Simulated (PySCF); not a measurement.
**Spinor energies of Bi⁻ (bismuth, charge -1)**

Start: [Xe] 4f14 5d10 6s2 6p4; 6p1/2 filled at m_j = -1/2, +1/2; 6p3/2 filled at m_j = +1/2, +3/2. Calculated with PySCF 2.14 in x2c-TZVPPall-2c with one added diffuse shell each of s, p, d, f type (12s12p10d4f, 126 functions): generalised Hartree-Fock with the X2C-1e Hamiltonian and a Gaussian nucleus; spin-orbit coupling (SO) screened by Boettger's factors.

| spinor shell | electrons | ε, screened SO (eV) | weight of nominal j (screened SO) | rms radius, screened SO (bohr) |
| --- | --- | --- | --- | --- |
| 1s1/2 | 2 | -91003.2 | 1.000 | 0.0178 |
| 2s1/2 | 2 | -16501.1 | 1.000 | 0.0718 |
| 2p1/2 | 2 | -15829.3 | 1.000 | 0.0606 |
| 2p3/2 | 4 | -13504.9 | 1.000 | 0.0691 |
| 3s1/2 | 2 | -4051.1 | 1.000 | 0.183 |
| 3p1/2 | 2 | -3748.5 | 1.000 | 0.175 |
| 3p3/2 | 4 | -3220.9 | 1.000 | 0.192 |
| 3d3/2 | 4 | -2730.7 | 1.000 | 0.168 |
| 3d5/2 | 6 | -2619.3 | 1.000 | 0.172 |
| 4s1/2 | 2 | -964.27 | 1.000 | 0.401 |
| 4p1/2 | 2 | -831.62 | 1.000 | 0.404 |
| 4p3/2 | 4 | -699.75 | 1.000 | 0.438 |
| 4d3/2 | 4 | -483.77 | 1.000 | 0.446 |
| 4d5/2 | 6 | -458.47 | 1.000 | 0.457 |
| 4f5/2 | 6 | -175.42 | 1.000 | 0.479 |
| 5s1/2 | 2 | -174.79 | 1.000 | 0.890 |
| 4f7/2 | 8 | -169.98 | 1.000 | 0.481 |
| 5p1/2 | 2 | -126.63 | 1.000 | 0.952 |
| 5p3/2 | 4 | -101.14 | 1.000 | 1.04 |
| 5d3/2 | 4 | -31.043 | 1.000 | 1.30 |
| 5d5/2 | 6 | -27.599 | 1.000 | 1.34 |
| 6s1/2 | 2 | -12.372 | 0.999 | 2.47 |
| 6p1/2 | 2 | -2.990 | 0.898 | 3.31 |
| 6p3/2 | 2 | -0.943 | 0.921 | 4.13 |

| quantity | screened SO |
| --- | --- |
| E (hartree) | -21555.00407 |
| M_J | 2 |
| ⟨J²⟩ | 6.040 |
| ⟨L²⟩ | 2.924 |
| ⟨S²⟩ | 1.976 |

Each row is a mean over spinors that exchange with the open shell spreads, by up to 2.512 eV (6s1/2).

Rows whose weight is well below 1 are mixtures of j = l ± 1/2: exchange outweighs spin-orbit coupling there, and the label is only the starting occupation.

Breit and QED terms are absent; they matter most for the inner s and p1/2 levels.

Densities and radii are taken from the X2C orbitals without a picture-change correction, which distorts them close to the nucleus.
